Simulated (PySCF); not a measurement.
A GIAO shielding run with PySCF 2.14.0 with density-fitted response routines (density fitting, non-relativistic, gas phase) on SMILES CC[C@H](CO)O[SiH3], C$_{4}$H$_{12}$O$_{2}$Si:

```
$ OMP_NUM_THREADS=1 python probes_run.py task.json out

{"job": {"kind": "nmr", "xc": "PBE0", "basis": "pcSseg-1"}, "charge": 0, "multiplicity": 1}
C      2.310120     0.270608    -1.207767
C      1.046194    -0.564549    -1.048626
C     -0.048107     0.139136    -0.238684
C      0.252613     0.137241     1.262844
O     -0.764920     0.772426     1.989970
O     -1.266077    -0.485194    -0.493838
Si    -2.654705    -0.474439     0.349739
H      2.772474     0.472510    -0.244776
H      3.030372    -0.261481    -1.824086
H      2.083552     1.220218    -1.688058
H      0.627372    -0.784068    -2.032385
H      1.281778    -1.516532    -0.569149
H     -0.126495     1.190001    -0.572458
H      0.273529    -0.893609     1.621708
H      1.224909     0.607527     1.454534
H     -0.841460     1.686707     1.694264
H     -3.170767     0.884115     0.550387
H     -2.589963    -1.187527     1.621558
H     -3.450221    -1.203835    -0.632638
```

Hardware: 1 thread of an Arm Neoverse N1, shared host. The job also computes population analyses, field gradients.

(1) How large is the calculation?

(2) How long does it take, and how much memory does it need?

Results:

(1) 66 electrons, 186 basis functions and 987 auxiliary functions.

(2) 60 s of wall time, with 14 SCF cycles and 4 response iterations; peak memory 0.84 GiB. Times on a shared host scatter by some tens of per cent.
